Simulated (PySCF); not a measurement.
Computed shifts of a molecule C6H8, KT2/pcSseg-1 (PySCF), GIAO, gas phase, equivalent atoms averaged, in ppm (number of nuclei): ¹³C: 85.1 (1), 69.1 (1), 37.7 (2), 32.4 (1), 24.9 (1). ¹H: 3.46 (1), 2.58 (2), 2.48 (2), 2.44 (1), 2.25 (1), 2.02 (1). References: ¹³C against TMS (σ = 185.1 ppm); ¹H against TMS (σ = 31.47 ppm), references at their B3LYP-D3(BJ)/def2-TZVP geometries, non-relativistic. Geometry optimised at B3LYP-D3(BJ)/def2-SVP. Other conformers were not sampled.

Which structure fits?
A) C=C1CCC1=C
B) C#CC1CCC1
C) C=CCC#CC
D) CC#CC1CC1

B, C#CC1CCC1
